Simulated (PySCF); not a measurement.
C₄H₅, SMILES [CH2]C#CC, multiplicity 2.

Geometry: ωB97X-D3(BJ)/def2-SVP.

Two levels are set side by side: PBE/def2-TZVPD (PySCF) and B3LYP/def2-TZVPD (PySCF). Same geometry, gas phase. Differences are taken from unrounded values.

| quantity | B3LYP | PBE | PBE minus B3LYP |
|---|---|---|---|
| α-spin orbital gap (eV) | 5.56 | 4.32 | -1.24 |
| β-spin orbital gap (eV) | 4.74 | 3.02 | -1.72 |
| dipole moment (D) | 0.98 | 1.04 | 0.06 |
| mean polarisability (bohr³) | 54.8 | 56.3 | 1.5 |

Rough cost on one machine, each run with all the roots and properties that it gave: B3LYP against PBE within a factor of 2.
